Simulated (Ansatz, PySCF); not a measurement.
Molecule: GeCl2, net charge 0, singlet state. SMILES: [Cl][Ge][Cl]
Geometry from a B3LYP-D3(BJ)/def2-TZVP (Ansatz, an electronic-structure program) optimisation:
```
Ge
Cl 1 2.2046
Cl 1 2.2046 2 100.44
```

Wanted: size of the dipole moment, in D. Set-up: no spin-orbit coupling; non-relativistic; no dispersion term unless named; 6-31G* and kin with 6d, 5d where marked; LANL2DZ with its own core potentials from Na on. First-principles rows: single points at B3LYP-D3(BJ) geometries (Ansatz).

```json
[
 {"level": "PBE/3-21G", "program": "Ansatz", "size of the dipole moment (D)": "2.65"},
 {"level": "PBE/LANL2DZ", "program": "Ansatz", "size of the dipole moment (D)": "2.54"},
 {"level": "BP86/6-31G* with LANL2DZ past Ar (5d)", "program": "PySCF", "size of the dipole moment (D)": "2.25"},
 {"level": "B3LYP/STO-3G", "program": "Ansatz", "size of the dipole moment (D)": "2.44"},
 {"level": "B3LYP/6-31G*", "program": "Ansatz", "size of the dipole moment (D)": "2.26"},
 {"level": "B3LYP/def2-SVP", "program": "Ansatz", "size of the dipole moment (D)": "1.97"},
 {"level": "B3LYP/6-31G* with LANL2DZ past Ar", "program": "Ansatz", "size of the dipole moment (D)": "2.50"}
]
```

No value to compare with is used here. The 7 habitual levels span 1.97 (B3LYP/def2-SVP) to 2.65 D (PBE/3-21G).

The levels are drawn from those run, B3LYP/6-31G* more often than the rest, none by its result; runs whose electronic state is in doubt are left out.
